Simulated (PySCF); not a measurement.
Property card for `FC(F)[C@@H]1CC[C@H](F)C1=S`

C6H7F3S.
Atom-mapped SMILES: `[F:1][CH:2]([F:3])[C@@H:4]1[CH2:5][CH2:6][C@H:7]([F:8])[C:9]1=[S:10]` (hydrogens: H11 on C2; H12 on C4; H13, H14 on C5; H15, H16 on C6; H17 on C7)

Among its groups: thiocarbonyl and C–F bond.

From GFN2-xTB geometry:

- Point group of the GFN2-xTB geometry: C1
- Rotational constants A, B, C of the GFN2-xTB geometry: 1.459, 0.932, 0.718 GHz

From PBE0/pcSseg-1 ground state and GIAO shieldings, non-relativistic (PySCF):

- Dipole moment: 3.21 D
- HOMO energy: -7.00 eV
- LUMO energy: -2.93 eV
- HOMO–LUMO gap: 4.07 eV
- Lowest Hirshfeld atomic charge: -0.11 e on F1/F8
- Highest Hirshfeld atomic charge: +0.15 e on C2
- 13C chemical shifts (computed TMS as zero) by class: 282.0 (C9), 125.1 (C2), 98.5 (C7), 68.6 (C4), 36.1 (C6), 25.0 (C5) ppm
- 1H chemical shifts (computed TMS as zero) by class: 6.87 (H11), 4.97 (H17), 2.99 (H12), 2.99 (H14), 2.64 (H16), 2.35 (H13), 2.11 (H15) ppm
- Isotropic shieldings of nuclei other than C and H, by class: 313 (F1), 318 (F3), 348 (F8), -626 (S10) ppm
- Mayer bond orders between heavy atoms: F1–C2 0.94, C2–F3 0.97, C2–C4 0.98, C4–C5 0.98, C5–C6 1.02, C6–C7 1.02, C7–F8 0.89, C7–C9 0.92, C9–S10 1.96, C9–C4 0.91

Monoisotopic mass from the formula: 168.0221 u.

The rotational constants make it an asymmetric top with κ = (2B − A − C)/(A − C) = -0.42, nearer the prolate limit (−1). The dipole matches unit charges of opposite sign 0.67 Å apart (1 e·Å = 4.8032 D). With B = h/(8π²I), that is 505.379 GHz u Å² over I, the principal moments of inertia are 346.5, 542.5 and 704.1 u Å² (most abundant isotopes); the inertial defect Ic − Ia − Ib is -184.9 u Å² (zero for a rigid planar frame, negative otherwise). A dipole of 3.21 D is allowed in C1, and pure rotational transitions are dipole-allowed.

One conformer (not necessarily the lowest) at the GFN2-xTB geometry, without solvent, vibrations or thermal averaging.
